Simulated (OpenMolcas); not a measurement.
**CH4BFO2: a line through the functionals**

The species is CH4BFO2 (9 atoms), meant as a singlet with charge 0. SMILES: `COB(O)F`. The shape is that of a PBE0-D4/def2-TZVP optimisation. This is one conformer, not always the lowest.

The vertical ionisation energy (to the doublet cation) y, in eV, basis def2-SVP; a is the functional's share of exact exchange. Programs: OpenMolcas 26.06.

```
functional     program     a  y (eV)
       PBE  OpenMolcas     0   10.68
    revPBE  OpenMolcas     0   10.63
     B3LYP  OpenMolcas   0.2   11.09
      PBE0  OpenMolcas  0.25       ?
     BHLYP  OpenMolcas   0.5   11.34
```

Fit y = c + s·a to the known rows and predict PBE0.


1. Means of the 4 rows: a = 0.1750, y = 10.935.
2. Σ(Δa)² = 0.1675, Σ(Δa·Δy) = 0.2335, so the slope is 0.2335/0.1675 = 1.394.
3. Intercept: 10.935 − (1.394) × 0.1750 = 10.691. The largest residual of the fit is 0.12.
4. PBE0: 10.691 + (1.394) × 0.25 = 11.04 eV.

The run gave 11.14 eV, so the prediction is off by -0.10 eV, within the largest residual.
